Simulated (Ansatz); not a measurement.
Born–Oppenheimer molecular dynamics of C$_{3}$H$_{8}$ClFSi (14 atoms, charge 0, multiplicity 1). It starts from a relaxed structure.

Computed with UKS BHLYP-D4/STO-3G in Ansatz 0.2.0.

```json
{
 "ensemble": "NVE (velocity Verlet)",
 "time step": "0.5 fs",
 "steps asked": "136",
 "starting velocities drawn for": "1000 K",
 "seed": "49070"
}
```

First frame:

```xyz
14
Properties=species:S:1:pos:R:3
F -1.420 -1.494 1.125
C -1.286 -1.079 -0.202
C 0.214 -0.945 -0.601
C 1.012 -0.063 0.388
Si 0.431 1.710 0.488
Cl 0.011 2.382 -1.454
H -1.793 -0.105 -0.342
H -1.776 -1.804 -0.878
H 0.262 -0.523 -1.610
H 0.661 -1.943 -0.633
H 0.943 -0.503 1.385
H 2.064 -0.082 0.103
H -0.781 1.848 1.240
H 1.447 2.570 1.020
```

Question: How far do the bonds stretch over the last three quarters of this one trajectory? (Pairs bonded in most of those frames.)

Answer: 
```csv
bond,mean (Å),spread (Å),shortest,longest
F1–C2,1.398,0.009,1.38,1.42
C2–C3,1.571,0.038,1.51,1.62
C2–H7,1.109,0.052,1.04,1.19
C2–H8,1.107,0.024,1.06,1.15
C3–C4,1.560,0.038,1.49,1.63
C3–H9,1.097,0.040,1.03,1.17
C3–H10,1.099,0.017,1.07,1.13
C4–Si5,1.880,0.029,1.84,1.94
C4–H11,1.095,0.021,1.06,1.13
C4–H12,1.094,0.027,1.05,1.13
Si5–Cl6,2.104,0.062,2.02,2.21
Si5–H13,1.435,0.016,1.41,1.46
Si5–H14,1.436,0.027,1.40,1.48
```

Mean temperature of the second half: 517 K. The conserved energy stayed within 0.53 meV per atom of its start (net change 0.076 meV per atom), so the integration is sound. The temperature averaged 0.52 of the 1000 K drawn at the start: a run that starts near a minimum puts about half its kinetic energy into the potential. A run of 0.068 ps of so small a system gives no equilibrium averages. Limits of this set-up: minimal basis.

Time of the run: 14 min on 1 thread of Arm Neoverse V1, with other jobs on the host, peak memory 0.18 GiB.
